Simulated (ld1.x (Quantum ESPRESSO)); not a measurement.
**What the settings do to the ultrasoft potential of silicon**

Base potential:

ld1.x (Quantum ESPRESSO) 7.5 input, shortened:

```
&input
   title='Si', zed=14., rel=0, dft='REVPBE', iswitch=3,
   config='[Ne] 3s2 3p0.5 3d-2'
 /
 &inputp
   pseudotype=3, tm=.true., lloc=2,
   nlcc=.true.,
   which_augfun='PSQ', rmatch_augfun=0.60
 /
5
2S  1  0   2.00   0.00  0.85  0.90  0.0
3S  2  0   2.00   0.00  0.85  0.90  0.0
2P  2  1   6.00   0.00  0.75  0.80  0.0
3P  3  1   0.50   0.00  0.75  0.80  0.0
3D  3  2  -2.00   0.05  0.70  0.70  0.0
 &test
   configts(1)='2s2 2p6 3s2 3p0.5'
 /
```

All-electron outer shells of the reference configuration (revPBE, non-relativistic, ld1.x):

```csv
shell,level (eV),outermost node (bohr),outermost maximum (bohr)
2s,-154.09,0.15,0.45
2p,-110.72,–,0.39
3s,-23.57,0.72,1.73
3p,-15.94,0.71,1.96
```

Cutoffs, loose and tight: the cutoffs (Ry, on a coarse ladder) from which the occupation-weighted sum of valence levels, in a spherical-Bessel basis at the reference potential, stays within 10 and 1 mRy of its value at 400 Ry. They do not see the model core or the augmentation charge, which bear on the density cutoff. Test errors are all-electron minus pseudo excitation energies from the reference, over the configurations 2s2 2p6 3s2 3p2; 2s2 2p6 3s2 3p1; 2s2 2p6 3s2 3p0; 2s2 2p6 3s2 3p1.5; 2s2 2p6 3s1 3p0; 2s2 2p5 3s2 3p2; 2s2 2p6 3s1 3p3. A dash means not determined; rows that change the core or the reference have their own tests.

A true bound ghost makes a file unfit for plane-wave use even where its test errors are small: the radial tests pick states by their node count and pass the ghost by.

Cutoffs are not given where the Bessel-basis levels miss the radial ones by over 6 mRy, ghosts where they miss by over 20 mRy; a channel whose overlap is not positive is not tested.

On the changes marked as counting shells twice: ld1.x takes every shell without a wave as core, so the model core holds the marked electrons as well and exchange and correlation see them twice. This cancels in the reference configuration, but the file is broken for other ones, and its errors say nothing about a proper core correction.

A file whose overlap is not positive is unfit for use, and its test errors describe a broken file.

| change | outcome | cutoff, loose | cutoff, tight | bound ghosts | largest test error (meV) |
| --- | --- | --- | --- | --- | --- |
| base | generated | 160 Ry | 230 Ry | none | +89 |
| type TM; waves now 2p (bound): rc 0.80 bohr; 3d channel at 0.05 Ry: rc 0.70 bohr; 2s (bound): rc 0.90 bohr; local potential the s channel (3p, 3s counted twice) | generated, misses its reference levels by 0.61 eV | 260 Ry | over 300 Ry | none | -1453 |
| reference 2s2 2p6 3s1.75 3p2.25; added wave 3d channel at 0.6 Ry: rc 0.70 bohr; local potential all-electron potential smoothed inside 0.75 bohr (lloc = -1) | generated | 160 Ry | 230 Ry | none | -1.5 |
| wave 3d channel at 0.05 Ry: rc 0.70 bohr becomes 3d channel at 0.05 Ry: rc 0.68 bohr | generated | 160 Ry | 230 Ry | none | +89 |
| augmentation PSQ, inside the norm-conserving radii | generated | 160 Ry | 230 Ry | none | -121 |
| local potential all-electron potential smoothed inside 0.90 bohr (lloc = -1) | generated, overlap not positive | – | – | not determined (overlap not positive) | +74 |

Task: What comes out with this change to the base: core [Ne], valence charge 4; reference 3s2 3p2; waves now 3s (bound): rcut 1.45, rcutus 1.90 bohr; 3s channel at 1.45 Ry: rcut 1.45, rcutus 1.90 bohr; 3p (bound): rcut 1.05, rcutus 1.45 bohr; 3p channel at 2.75 Ry: rcut 1.05, rcutus 1.45 bohr; 3d channel at 0.05 Ry: rcut 1.25, rcutus 1.60 bohr; 3d channel at 1.25 Ry: rcut 1.25, rcutus 1.60 bohr; local potential all-electron potential smoothed inside 1.20 bohr (lloc = -1); core correction none; augmentation PSQ, radius 1.20 bohr?

Result: outcome: generated; cutoff, loose: 8 Ry; cutoff, tight: 25 Ry; bound ghosts: p; largest test error (meV): -71.

Task: What comes out with this change to the base: waves 2p (bound): rcut 0.58, rcutus 0.62 bohr; 3p (bound): rcut 0.58, rcutus 0.62 bohr?

Result: outcome: generated; cutoff, loose: 230 Ry; cutoff, tight: over 300 Ry; bound ghosts: none; largest test error (meV): -87.
